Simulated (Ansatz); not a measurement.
`C[SiH2]OC(=N)F` from Hartree–Fock to CCSD(T)

```xyz
12

C    -1.6186   -0.6892   -1.1705
Si    0.0234   -0.0155   -0.6571
O    -0.0046    0.0334    1.0227
C     0.9912    0.4608    1.7852
N     2.1276    0.9077    1.5156
F     0.6246    0.3583    3.0501
H    -2.4275   -0.0438   -0.8219
H    -1.6761   -0.7530   -2.2600
H    -1.7718   -1.6893   -0.7600
H     1.1590   -0.8791   -1.0711
H     0.2639    1.3646   -1.1514
H     2.3090    0.9452    0.5184
```

Charge 0, multiplicity 1. The geometry is a stationary point of PBE0-D4/def2-TZVP. It is one conformer, not always the lowest. Frozen core, restricted reference, the Gaussian-basis code of Ansatz. CBS rows extrapolate triple and quadruple zeta; past MP2 they add the triple-zeta difference.

```tsv
basis	HF (Eh)	MP2 corr.	CCSD corr.	(T)	CCSD(T) total
def2-SVP	-596.62288	?	-0.93946	?	?
def2-TZVPP	-597.10480	-1.13249	-1.16757	-0.04536	-598.31773
def2-QZVPP	-597.12818	-1.22035	–	–	–
CBS(def2)	-597.13140	?	?	as TZ	?
```

(1) Fill in the withheld values. (An estimate is asked.)

Answers

(1) The calculation gave: def2-SVP MP2 corr.: -0.89294; def2-SVP (T): -0.02605; def2-SVP CCSD(T) total: -597.58839; CBS(def2) MP2 corr.: -1.28543; CBS(def2) CCSD corr.: -1.32052; CBS(def2) CCSD(T) total: -598.49728.
